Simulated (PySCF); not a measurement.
Isomers C$_{5}$H$_{7}$NO$_{3}$Si:

A. SMILES O=CO[Si@@H](O)n1cccc1
B. SMILES CC(=O)O[C@@]([SiH3])(C#N)C=O
C. `CC(=O)c1nocc1O[SiH3]`
D. `InChI=1S/C5H7NO3Si/c1-2-5(3-6)9-10-8-4-7/h2,4H,10H2,1H3/b5-2-`

Spectrum 1. $^{1}$H NMR (500 MHz, computed): δ 9.57 (s, 1H), 4.63 (s, 3H), 2.45 (s, 3H). $^{13}$C{$^{1}$H} NMR (computed): δ 192.1 (CH), 184.2 (C), 118.2 (C), 77.9 (C), 22.4 (CH3).

Spectrum 2. $^{1}$H NMR (500 MHz, computed): δ 8.01 (s, 1H), 6.16 (q, 1H), 5.35 (s, 2H), 2.09 (d, 3H). $^{13}$C{$^{1}$H} NMR (computed): δ 163.9 (CH), 137.9 (CH), 129.9 (C), 120.5 (C), 14.9 (CH3).

Spectrum 3. $^{1}$H NMR (500 MHz, computed): δ 8.23 (s, 1H), 6.91 (m, 2H), 6.68 (m, 2H), 5.64 (s, 1H), 3.84 (br s, 1H). $^{13}$C{$^{1}$H} NMR (computed): δ 167.1 (CH), 124.3 (CH), 118.1 (CH).

Spectrum 4. $^{1}$H NMR (500 MHz, computed): δ 8.34 (s, 1H), 5.14 (s, 3H), 2.75 (s, 3H). $^{13}$C{$^{1}$H} NMR (computed): δ 196.0 (C), 156.6 (C), 149.5 (C), 148.7 (CH), 31.1 (CH3).

[PySCF 2.14.0 with density-fitted response routines: NMR shieldings at PBE0/pcSseg-1/GIAO; coordinates at the GFN2-xTB level; gas phase; one computed conformer; fast rotation and ring inversion assumed for equivalent nuclei; no relativistic terms]

Scale: TMS for $^{1}$H (31.72 ppm) and $^{13}$C (186.93 ppm) (reference shieldings calculated alike). Where no couplings were computed, multiplicities follow the n + 1 count of equivalent neighbours, and m marks all less simple cases (inequivalent or close neighbours, rings, F or P nearby). Shifts are as computed. Against solution values, carbons near 30 ppm lie about +3 ppm off and those near 130 ppm about +5 ppm. Of 1309 compounds with measured shifts, 239 miss one by over three times the rms of a fit or turn the order of signals round; such compounds aren't used in these exercises. OH and NH positions are gas-phase values without hydrogen bonding to other molecules.

Question: Which spectrum belongs to which compound?

Answer: 1–B, 2–D, 3–A, 4–C.

- Spectrum 1 (B): 5 $^{13}$C signals; δC 192.1 is an aldehyde carbonyl carbon; δC 184.2 is an ester carbonyl carbon.
- Spectrum 2 (D): 5 $^{13}$C signals; δC 129.9 is an alkene carbon bearing oxygen; δC 120.5 is a nitrile carbon.
- Spectrum 3 (A): 3 $^{13}$C signals; δH 6.91 is the hydrogen on an aromatic CH next to a ring nitrogen; δH 6.68 is the hydrogen on an aromatic CH.
- Spectrum 4 (C): 5 $^{13}$C signals; δC 196.0 is a ketone carbonyl carbon; δC 149.5 is an aromatic carbon bearing oxygen.
